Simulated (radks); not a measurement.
Values are calculated unless marked as measured or tabulated.
Isoelectronic series with 24 electrons, all held in the configuration [Ar] 3d5 4s1, which need not be the ground one along the series. Level of theory: scalar-relativistic Kohn-Sham, LDA (Slater exchange, Perdew-Wang correlation), spin-polarised, spherical densities, finite nucleus; open shells are filled with parallel spins first (spin-orbit coupling, left out, can overturn this in heavy ions); Fermi nuclear charge, rms radius of each element as measured or else 0.836 A^(1/3) + 0.57 fm (a radial shooting solver on a logarithmic mesh with Libxc functionals). Total energies (hartree) and mean radii <r> (bohr) (* marks an orbital that is empty in some or all of the ions):

| ion | E (hartree) | 4s down* | 3d up | 4s up | 3p down | 3p up |
|---|---|---|---|---|---|---|
| Cr | -1048.66568 | 3.827 | 1.473 | 3.295 | 0.9709 | 0.9672 |
| Fe2+ | -1269.24693 | 2.462 | 0.9995 | 2.351 | 0.8519 | 0.8458 |
| Ni4+ | -1512.97380 | 1.928 | 0.7985 | 1.878 | 0.7508 | 0.7451 |
| Zn6+ | -1779.82346 | 1.610 | 0.6755 | 1.582 | 0.6693 | 0.6643 |
| Ge8+ | -2069.88218 | 1.392 | 0.5893 | 1.373 | 0.6031 | 0.5990 |
| Se10+ | -2383.28197 | 1.230 | 0.5244 | 1.217 | 0.5486 | 0.5452 |
| Kr12+ | -2720.18262 | 1.104 | 0.4732 | 1.094 | 0.5031 | 0.5001 |
| Sr14+ | -3080.76662 | 1.002 | 0.4317 | 0.9945 | 0.4644 | 0.4619 |
| Zr16+ | -3465.23609 | 0.9178 | 0.3972 | 0.9120 | 0.4312 | 0.4291 |
| Mo18+ | -3873.81021 | 0.8471 | 0.3679 | 0.8424 | 0.4024 | 0.4005 |
| Ru20+ | -4306.73223 | 0.7865 | 0.3428 | 0.7827 | 0.3771 | 0.3755 |
| Pd22+ | -4764.26071 | 0.7341 | 0.3210 | 0.7308 | 0.3548 | 0.3533 |
| Cd24+ | -5246.67246 | 0.6881 | 0.3018 | 0.6854 | 0.3349 | 0.3336 |
| Sn26+ | -5754.26918 | 0.6475 | 0.2848 | 0.6451 | 0.3170 | 0.3159 |
| Xe30+ | -6846.31163 | 0.5787 | 0.2561 | 0.5769 | 0.2863 | 0.2854 |
| Ba32+ | -7431.4684 | 0.5493 | 0.2438 | 0.5477 | 0.2730 | 0.2722 |
| Ce34+ | -8043.2296 | 0.5226 | 0.2326 | 0.5212 | 0.2608 | 0.2601 |
| Nd36+ | -8682.0123 | 0.4983 | 0.2224 | 0.4970 | 0.2496 | 0.2490 |
| Sm38+ | -9348.2303 | 0.4759 | 0.2130 | 0.4748 | 0.2393 | 0.2387 |
| Gd40+ | -10042.4048 | 0.4553 | 0.2044 | 0.4543 | 0.2298 | 0.2292 |
| Dy42+ | -10765.0286 | 0.4363 | 0.1964 | 0.4354 | 0.2209 | 0.2204 |

Estimate the row of Te28+.

Answer. E (hartree) -6287.36587; 4s down* 0.6112; 3d up 0.2697; 4s up 0.6092; 3p down 0.3009; 3p up 0.2999.
